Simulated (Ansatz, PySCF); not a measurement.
Dimer: CH4 (SMILES C) (first 5 atoms) with C3H6 (SMILES C=CC); geometry from B3LYP-D3(BJ)/def2-TZVP.
(charge 0, multiplicity 1):
```xyz
14

C     -0.153     0.008     0.502
H     -1.190    -0.281     0.671
H      0.231    -0.519    -0.371
H     -0.102     1.082     0.326
H      0.442    -0.248     1.377
C      0.895    -1.010     4.321
C      0.509     0.257     4.387
C     -0.867     0.756     4.077
H      0.209    -1.797     4.027
H      1.909    -1.308     4.557
H      1.233     1.011     4.686
H     -0.844     1.482     3.260
H     -1.531    -0.060     3.789
H     -1.302     1.267     4.940
```

Basis-set superposition error: the interaction energy with monomers in their own basis, and in the dimer's basis (counterpoise).

Run with Ansatz (an electronic-structure program) with Gaussian orbitals; PySCF for 6-31G* rows. 

```tsv
level	uncorrected (meV)	counterpoise (meV)	difference
HF/6-31G*	8.0	30.3	22.3
HF/aug-cc-pVDZ	18.2	32.6	14.4
SVWN5/def2-TZVPPD	-75.9	-72.3	3.6
revPBE/def2-TZVPPD	31.8	34.7	2.9
B3LYP/6-31G*	-7.3	20.2	27.5
wB97X-V/def2-TZVPPD	-46.6	-44.8	1.8
SCS-MP2/aug-cc-pVDZ	-67.0	-21.5	45.5
SCS-MP2/aug-cc-pVTZ	-42.8	-27.4	15.4
CCSD/aug-cc-pVDZ	-67.4	-26.2	41.3
CCSD(T)/aug-cc-pVDZ	-80.2	-35.4	44.8
```

The error is largest for SCS-MP2/aug-cc-pVDZ (45.5 meV) and smallest for wB97X-V/def2-TZVPPD (1.8 meV).
